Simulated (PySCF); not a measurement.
# Computed properties of difluoro(prop-1-en-2-yl)borane (C3H5BF2), SMILES FB(F)C(=C)C

difluoro(prop-1-en-2-yl)borane (C3H5BF2), SMILES FB(C(C)=C)F. Coordinates come from a B3LYP-D3(BJ)/def2-SVP optimisation. One conformer was computed; it need not be the lowest. All values are computed for the isolated molecule unless a solvent is named; none is compared with measurement here.

**Structure.** The optimised structure has Cs symmetry. All 27 harmonic modes at B3LYP-D3(BJ)/def2-SVP (PySCF) are real, so it is a minimum. With heavy atoms numbered as in [CH2:1]=[C:2]([CH3:3])[B:4]([F:5])[F:6], the shortest bond between them is B4–F6 at 1.326 Å and the longest C2–B4 at 1.555 Å.

**Vibrations.** The strongest infrared lines (harmonic, unscaled, degenerate partners summed) lie at 1397 cm⁻¹ (222 km/mol, B 44 %, H 21 %, C 21 %, F 14 %), 1432 cm⁻¹ (137 km/mol, H 40 %, B 34 %, C 17 %, F 8 %), 1381 cm⁻¹ (115 km/mol, H 57 %, B 20 %, C 18 %). The softest mode is at 66 cm⁻¹ and the zero-point energy is 50.3 kcal/mol.

**Electronic structure.** CAM-B3LYP/def2-TZVP (PySCF) places the frontier levels at -9.33 and -0.18 eV, a gap of 9.15 eV, and gives a dipole moment of 1.94 D and a mean polarisability of 49.3 bohr³. PBE/def2-TZVP (PySCF) at the same geometry gives -6.89 and -2.28 eV, so its gap is 4.54 eV narrower. An orbital gap is neither the optical nor the fundamental gap.

**Excitations.** TDA-PBE0/def2-SVPD (PySCF) has S1 at 6.60 eV (188 nm, f = 0.001, dark); the most intense of the 10 singlets computed lies at 6.66 eV (f = 0.35). T1 (TDA) is at 3.70 eV, 2.90 eV under S1. TDA-PBE/def2-SVPD (PySCF) puts S1 at 6.07 eV. No vertical singlet excitation falls in the visible range (under 3.1 eV).

**NMR.** GIAO shifts at PBE0/pcSseg-1 (PySCF) (non-relativistic, atoms alike by connectivity averaged): ¹³C from 25.6 to 151.3 ppm against TMS; ¹H from 2.3 to 6.8 ppm against TMS; ¹⁹F at -93.9 ppm against CFCl3; ¹¹B at 12.0 ppm against BF3.
